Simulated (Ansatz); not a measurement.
H4P, charge +1, singlet, geometry from GFN2-xTB; CCSD/pcseg-1 in Ansatz (a first-principles code).

Input for Ansatz:
Ansatz 0.2 input:
```yaml
crystal:
  periodic: [false, false, false]
  atoms:
    - {symbol: P, position_ang: [0.00000000, 0.00000000, -0.00000000]}
    - {symbol: H, position_ang: [-0.74072552, -0.84327030, -0.79402376]}
    - {symbol: H, position_ang: [0.31759659, -0.63856403, 1.17542384]}
    - {symbol: H, position_ang: [-0.73217177, 1.13050142, 0.27594176]}
    - {symbol: H, position_ang: [1.15530070, 0.35133291, -0.65734185]}
basis:
  gaussian:
    orbitals: pcseg-1.json
total_charge: 1
magnetization: {spin_polarized: false}
correlation: {method: ccsd}
```
The basis file holds pcseg-1 in the JSON format of the Basis Set Exchange.

Question: Write the output that Ansatz gives for this input, abridged.

Answer: 
```
Functional definition: HF
377 factors; integrals over basis functions are off by at most 8.5e-4 eV
mean field evaluation 1: about -9326.1452 eV, gradient 1.3e1 eV
mean field evaluation 2: about -9326.1535 eV, gradient 1.3e1 eV
mean field evaluation 4: about -9327.0217 eV, gradient 9.0e-1 eV
mean field evaluation 8: about -9327.0277 eV, gradient 8.5e-5 eV
mean field evaluation 16: about -9327.0277 eV, gradient 2.0e-6 eV
mean field -9327.02768921 eV, -342.7619454919 hartree, gradient 2.0e-6 eV, S^2 0.000000; 0 other end points of the search recorded, 0 dependent functions left out
5 core orbitals not correlated
reference -9327.02768921 eV, -342.7619454919 hartree; 4, 4 occupied and 29, 29 virtual orbitals, 377 factors
second order -3.29921970 eV of doubles, -0.00000000 eV of singles
cycle   1  -3.85604569 eV  change   -5.6e-1 eV  update   4.8e-2
cycle   2  -4.04350911 eV  change   -1.9e-1 eV  update   1.6e-2
cycle   3  -4.04744722 eV  change   -3.9e-3 eV  update   3.1e-3
cycle   4  -4.04694742 eV  change    5.0e-4 eV  update   6.8e-4
cycle   5  -4.04676738 eV  change    1.8e-4 eV  update   1.9e-4
cycle   6  -4.04675437 eV  change    1.3e-5 eV  update   3.9e-5
cycle   7  -4.04675889 eV  change   -4.5e-6 eV  update   5.2e-6
Total energy: -9331.07444810 eV, -342.9106611381 hartree
```
